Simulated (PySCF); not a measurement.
Two species compared at the same levels of theory.

First species: C₃H₈N₂OSi₂.
Numbering: `[H]/[N:8]=[CH:7]\[CH2:6][O:5][Si@H:3]([C:2]#[N:1])[SiH3:4]` (hydrogens: H9 on Si3; H10, H11, H12 on Si4; H13, H14 on C6; H15 on C7; H16 on N8)

Second species: C7H4FNO.
SMILES: `O=C=Nc1cccc(F)c1`

Levels: B3LYP/def2-SVPD for dipole moment, HOMO energy, LUMO energy, HOMO–LUMO gap, static isotropic polarisability and electronic spatial extent ⟨r²⟩ about the centre of nuclear charge; TDDFT B3LYP/def2-SVPD for lowest singlet excitation; TDA B3LYP/def2-SVPD for lowest triplet excitation (Tamm–Dancoff); GFN2-xTB for rotational constant A and rotational constant C. Geometries: GFN2-xTB. Each structure is a single optimised conformer of the isolated species, non-relativistic unless stated; the electronic structure was computed with PySCF and density fitting.

Dipoles, sizes and rotational constants follow the conformer. The torsions of the flexible species, by atom-mapped SMILES:
- `[H]/[N:8]=[CH:7]\[CH2:6][O:5][Si@H:3]([C:2]#[N:1])[SiH3:4]`: C2–Si3–O5–C6 -53°, Si3–O5–C6–C7 -178°, O5–C6–C7–N8 1°
- `[O:1]=[C:2]=[N:3][c:4]1[cH:5][cH:6][cH:7][c:8]([F:9])[cH:10]1`: C2–N3–C4–C5 0°

Problem. Which of the two has the higher HOMO–LUMO gap, and by how much?

Solution. The first: 5.89 eV against 5.74 eV, a difference of 0.15 eV.

Problem. Which has the higher rotational constant C?

Solution. The first: 0.634 GHz against 0.601 GHz, a difference of 0.033 GHz.

Problem. Which of the two has the higher S1 energy, and by how much?

Solution. The first: 5.27 eV against 5.06 eV, a difference of 0.21 eV.

Problem. Which of the two has the higher T1 energy, and by how much?

Solution. The first: 4.47 eV against 3.86 eV, a difference of 0.61 eV.

Problem. Which of the two has the higher ⟨r²⟩, and by how much?

Solution. The first: 1779 bohr² against 1670 bohr², a difference of 109 bohr².

Problem. Which of the two has the higher dipole moment, and by how much?

Solution. The first: 2.64 D against 2.01 D, a difference of 0.63 D.

Problem. Which of the two has the higher rotational constant A, and by how much?

Solution. The second: 3.605 GHz against 1.657 GHz, a difference of 1.948 GHz.

Problem. Which has the higher static isotropic polarisability?

Solution. The first: 104.3 au against 93.1 au, a difference of 11.2 au.

On the first: A dipole of 2.64 D is allowed in C1, and pure rotational transitions are dipole-allowed. The vertical singlet–triplet gap S1 − T1 is 0.80 eV (TDDFT singlet less Tamm–Dancoff triplet).

On the second: The vertical singlet–triplet gap S1 − T1 is 1.20 eV (TDDFT singlet less Tamm–Dancoff triplet; S1: HOMO→LUMO+1, weight 0.48, beside HOMO−1→LUMO, weight 0.33; T1: HOMO→LUMO, weight 0.80). In wavenumbers S1 is 40800 cm⁻¹ (1 eV = 8065.54 cm⁻¹).
